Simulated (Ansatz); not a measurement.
Program: Ansatz. Geometries: PBE0-D4/def2-TZVP. ΔE: electronic, gas phase. CCSD(T)/CBS adds triple-zeta CCSD(T) − MP2 to the extrapolated MP2 energy (def2 sets, frozen cores). This one scheme is used for every species. Functionals use def2-TZVPP. Each species was taken in one conformer, which may not be the lowest.

Reaction (ligand exchange at a B–C bond): `BC[SiH2]O` + `BNCC=C` → `BN(B)CC=C` + `C[SiH2]O`

| level | ΔE (kcal/mol) |
| --- | --- |
| CAM-B3LYP-D4 | -19.6 |
| HF/def2-QZVPP | -19.8 |

(1) What does CCSD(T)/CBS give? (Estimate.)

Largest T1 diagnostic among the species: 0.012.

Answers

(1) The calculation gave: -19.5 kcal/mol. The listed levels differ from it by -0.1, -0.3 kcal/mol.

From PBE to PBE0 (25 % exact exchange), in def2-TZVPP and without D4, ΔE moves by −0.9 kcal/mol. Leaving LDA and LC-ωPBE aside and taking each functional with its dispersion term where it has one, the values, not all of them listed here, spread over 2.8 kcal/mol, from BHLYP-D4 to PBE-D4. LDA lies −1.8 kcal/mol from PBE without D4. The D4 term adds −1.5 kcal/mol with B3LYP and −0.8 kcal/mol with PBE0; it sums over pairs of atoms, weighted by their polarisabilities, and B3LYP, whose exchange is more repulsive, gets the larger term.

B3LYP here is the variant with VWN-RPA as its local correlation; programs differ in this.
